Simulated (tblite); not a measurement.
A geometry optimisation, step by step.

Species: C4H6Cl2Ge.
Atom-mapped SMILES: `[Cl:1]/[CH:2]=[C:3]1\[GeH2:4][CH2:5][C@@H:6]1[Cl:7]` (hydrogens: H8 on C2; H9, H10 on Ge4; H11, H12 on C5; H13 on C6)

Computed with GFN2-xTB (tblite), gas phase: L-BFGS steps from a force-field or distance-geometry start until the largest atomic force falls under 0.01 eV/Å. 5 of its 62 geometries are shown.

Step 0: E = -613.4734 eV, largest atomic force 3.560 eV/Å
```
atom  x, y, z in Å  |  force x, y, z in eV/Å
Cl1     3.264    0.311    0.283   -0.792  -0.543  -0.097
C2      1.851   -0.742    0.196    0.855  -0.646   0.116
C3      0.632   -0.287    0.194    0.345   0.725   2.367
Ge4    -0.294    1.416    0.224    0.984   1.802   0.423
C5     -1.073    0.070   -0.925   -3.102   1.117  -1.343
C6     -0.718   -0.918    0.129    1.055  -0.468  -0.452
Cl7    -1.619   -0.497    1.611   -0.352  -1.902  -0.078
H8      2.024   -1.809    0.172    0.554   0.001  -0.205
H9      0.420    2.581   -0.415    0.039   0.191  -0.002
H10    -1.002    1.631    1.569    0.674   1.019  -0.843
H11    -2.154    0.203   -1.102    0.086  -0.544  -0.360
H12    -0.549    0.019   -1.891   -0.204  -0.442   0.472
H13    -0.786   -1.978   -0.062   -0.142  -0.310   0.002
```

Step 15: E = -614.6579 eV, largest atomic force 0.266 eV/Å
```
atom  x, y, z in Å  |  force x, y, z in eV/Å
Cl1     3.208    0.259    0.359    0.012  -0.065   0.063
C2      1.831   -0.771    0.276    0.067   0.012   0.122
C3      0.624   -0.262    0.413    0.032  -0.004  -0.051
Ge4    -0.208    1.503    0.189    0.025   0.120   0.071
C5     -1.203    0.120   -0.869   -0.054   0.020  -0.037
C6     -0.668   -0.941    0.084    0.002  -0.021  -0.012
Cl7    -1.682   -0.917    1.543   -0.005  -0.055   0.099
H8      2.048   -1.821    0.137    0.061   0.056  -0.020
H9      0.530    2.650   -0.459    0.059  -0.114  -0.096
H10    -0.879    2.057    1.413   -0.043  -0.060   0.001
H11    -2.282    0.117   -0.996    0.031   0.006  -0.050
H12    -0.696   -0.028   -1.823   -0.214   0.102  -0.120
H13    -0.626   -1.966   -0.285    0.027   0.004   0.030
```

Step 30: E = -614.7280 eV, largest atomic force 0.218 eV/Å
```
atom  x, y, z in Å  |  force x, y, z in eV/Å
Cl1     3.222    0.239    0.664   -0.031   0.042   0.013
C2      1.853   -0.757    0.370    0.064  -0.011   0.007
C3      0.639   -0.245    0.344    0.067  -0.067   0.053
Ge4    -0.181    1.518    0.142   -0.100  -0.030  -0.191
C5     -1.306    0.157   -0.828    0.007   0.072  -0.053
C6     -0.634   -0.942   -0.009   -0.030   0.003   0.016
Cl7    -1.560   -1.118    1.507    0.045  -0.019   0.065
H8      2.097   -1.797    0.209   -0.020  -0.045   0.050
H9      0.648    2.514   -0.631   -0.085   0.010   0.027
H10    -0.838    2.158    1.322    0.050   0.025   0.113
H11    -2.393    0.139   -0.777    0.084   0.070   0.010
H12    -1.001    0.063   -1.869   -0.024   0.022  -0.087
H13    -0.551   -1.928   -0.462   -0.028  -0.072  -0.023
```

Step 46: E = -614.7538 eV, largest atomic force 0.052 eV/Å
```
atom  x, y, z in Å  |  force x, y, z in eV/Å
Cl1     3.184    0.268    0.790   -0.013  -0.040  -0.022
C2      1.866   -0.775    0.424   -0.034   0.022   0.011
C3      0.663   -0.261    0.253   -0.015   0.020   0.026
Ge4    -0.168    1.509    0.085    0.010  -0.001  -0.022
C5     -1.346    0.169   -0.836    0.043   0.022   0.019
C6     -0.627   -0.948   -0.076    0.011   0.003   0.021
Cl7    -1.465   -1.159    1.491    0.022  -0.016   0.002
H8      2.124   -1.824    0.360   -0.009   0.049   0.015
H9      0.571    2.555   -0.711   -0.020  -0.023  -0.009
H10    -0.689    2.126    1.352    0.008  -0.029  -0.003
H11    -2.424    0.174   -0.703    0.003  -0.016   0.018
H12    -1.129    0.098   -1.901    0.024   0.006  -0.023
H13    -0.567   -1.929   -0.547   -0.031   0.005  -0.033
```

Step 61: E = -614.7562 eV, largest atomic force 0.008 eV/Å
```
atom  x, y, z in Å  |  force x, y, z in eV/Å
Cl1     3.184    0.262    0.807    0.007   0.003   0.000
C2      1.859   -0.770    0.447   -0.003  -0.003   0.002
C3      0.664   -0.253    0.246   -0.005   0.004   0.002
Ge4    -0.164    1.515    0.072    0.003   0.001  -0.001
C5     -1.355    0.177   -0.826    0.003   0.001   0.001
C6     -0.621   -0.946   -0.089    0.000   0.000  -0.005
Cl7    -1.444   -1.214    1.477   -0.001   0.000  -0.001
H8      2.108   -1.822    0.409    0.002  -0.006  -0.001
H9      0.556    2.549   -0.752   -0.003   0.002  -0.001
H10    -0.652    2.129    1.351   -0.004   0.000  -0.001
H11    -2.430    0.174   -0.674    0.002   0.001   0.002
H12    -1.154    0.112   -1.895   -0.001   0.001   0.002
H13    -0.558   -1.912   -0.590    0.001  -0.005   0.001
```

**Question.** Summarise the path.

**Answer.** The energy falls by 29.58 kcal/mol from step 0 to step 61; nine tenths of that is first reached at step 12. It falls at every step. The largest force goes from 3.560 to 0.008 eV/Å. Among the bonds Ge4–C5 changes most, from 1.934 to 2.004 Å; the atoms move by 0.456 Å rms after alignment.

**Question.** Follow the three bonds and two angles with the largest change from start to end.

**Answer.** 
```csv
step,E above end (kcal/mol),largest force (eV/Å),Ge4–C5 (Å),Cl1–C2 (Å),C5–C6 (Å),C3–C6–C5 (°),H9–Ge4–H10 (°)
0,29.58,3.560,1.934,1.765,1.487,88.1,118.8
3,10.32,1.292,2.027,1.705,1.547,95.8,119.6
5,6.71,0.683,2.003,1.722,1.535,97.4,115.7
8,4.07,0.374,2.007,1.729,1.527,97.0,110.8
11,3.17,0.448,2.016,1.717,1.531,96.3,109.2
13,2.62,0.356,2.006,1.720,1.527,96.5,107.7
16,2.16,0.243,2.009,1.719,1.523,97.4,106.8
19,1.58,0.228,2.024,1.713,1.527,98.2,108.3
21,1.38,0.156,2.015,1.718,1.530,98.1,109.6
24,1.12,0.178,1.996,1.720,1.531,98.4,111.1
27,0.92,0.116,2.006,1.718,1.530,99.2,111.2
29,0.76,0.183,2.015,1.717,1.527,99.5,111.1
32,0.47,0.135,2.003,1.719,1.526,99.5,111.8
34,0.35,0.128,1.998,1.718,1.529,99.7,111.6
37,0.23,0.075,2.007,1.720,1.529,100.1,110.1
40,0.16,0.083,2.005,1.719,1.529,99.9,109.4
42,0.13,0.065,2.002,1.717,1.531,100.0,109.4
45,0.07,0.079,2.007,1.719,1.531,100.3,109.2
48,0.04,0.050,2.006,1.720,1.529,100.3,109.5
50,0.02,0.038,2.004,1.718,1.530,100.3,109.8
53,0.01,0.033,2.006,1.718,1.530,100.4,109.8
56,0.00,0.023,2.004,1.719,1.529,100.4,109.8
58,0.00,0.015,2.003,1.718,1.530,100.3,109.9
61,0.00,0.008,2.004,1.717,1.530,100.3,109.9
```

What follows is the cost of the whole relaxation. On Arm Neoverse N1, one thread, on a shared host, this took 0.79 s wall.
